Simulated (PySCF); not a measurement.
Cl2HSi, SMILES [SiH](Cl)Cl (connectivity only; charge and spin as stated), charge +1, multiplicity 1.

Coordinates come from a PBE0-D3(BJ)/def2-TZVP optimisation. The spin state was assumed, not searched. The isomer is the one that the SMILES or the coordinates give; other isomers of the formula were not compared.

Computed with PBE0/def2-TZVPD (PySCF).

Isolated molecule, no solvent.

```yaml
total_energy: -1209.86994 hartree
point_group: C2v
highest_occupied_level: -15.96 eV
lowest_empty_level: -8.89 eV
orbital_gap: 7.07 eV
dipole_moment_about_the_centre_of_nuclear_charge: 2.19 D
mean_static_polarisability: 44.4 bohr³ (6.58 Å³)
polarisability_principal_values: 33.0, 42.2, 58.0 bohr³
```
